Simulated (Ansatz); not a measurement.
## Worked example: the step energy

An elementary step of SiNH$_{5}$Cl$_{2}$, closed shell (SiNH₃Cl₂ ([NH2][SiH]([Cl])[Cl]) + H₂ → SiH₂Cl₂ ([Cl][SiH2][Cl]) + NH₃; Si–N, H–H broken or loosened, Si–H, N–H formed or tightened). “Start” and “end” are the PBE0-D4/def2-TZVP structures reached by relaxing down either side of its saddle point, with the molecules still in contact.

Computed with Ansatz 0.2.0 (basis: def2-TZVPP and def2-QZVPP); correlated methods freeze the cores.

Energies in eV:

| quantity | end | start |
| --- | --- | --- |
| Hartree–Fock, triple zeta (X = 3) | -34434.84209 | -34435.23546 |
| Hartree–Fock, quadruple zeta (X = 4) | -34435.86085 | -34436.27230 |
| MP2 correlation, X = 3 | -20.29376 | -20.23166 |
| MP2 correlation, X = 4 | -22.11246 | -22.05179 |
| CCSD(T) correlation, X = 3 | -22.65153 | -22.54267 |

Problem. Work out the step energy at the basis limit: extrapolate Hartree–Fock as E(X) = E∞ + A exp(−7.88 √X) and the MP2 correlation as E(X) = E∞ + B X^−2.97 (the exponents that Neese and Valeev fitted for def2-TZVPP and QZVPP), then add CCSD(T) − MP2 in triple zeta.

Solution. Each step is linear, so take the differences first (end − start): Hartree–Fock 0.39337 (X = 3) and 0.41145 (X = 4); MP2 correlation -0.06210 and -0.06067; CCSD(T) correlation -0.10886.
Two points give E∞ = E(4) + w [E(4) − E(3)], with w = 1/(exp(7.88 (2 − √3)) − 1) = 0.1377 for Hartree–Fock and w = 1/((4/3)^2.97 − 1) = 0.7407 for the correlation.
Hartree–Fock: 0.41145 + 0.1377 × 0.01808 = 0.4139 eV.
MP2 correlation: -0.06067 + 0.7407 × 0.00143 = -0.0596 eV.
CCSD(T) − MP2: -0.10886 − (-0.06210) = -0.0468 eV.
Sum: 0.4139 + (-0.0596) + (-0.0468) = 0.3075 eV, or 7.09 kcal/mol. Plain CCSD(T) in triple zeta gives 0.2845 eV, so the larger basis shifts the result by 0.0230 eV.

T1 diagnostic: at most 0.010.

Labels in which every atom is bracketed show which atoms are joined, not bond orders.

For scale, one of the runs: CCSD(T)/def2-TZVPP, 227 basis functions, launched by `ansatz run in.yaml --threads 4 --pin off --events-out ev --progress --plain --max-ram 9574MiB`. The run took 90 s on 4 CPU threads of an Arm Neoverse V1 (shared host), with 3.5 GiB of host memory at its peak.
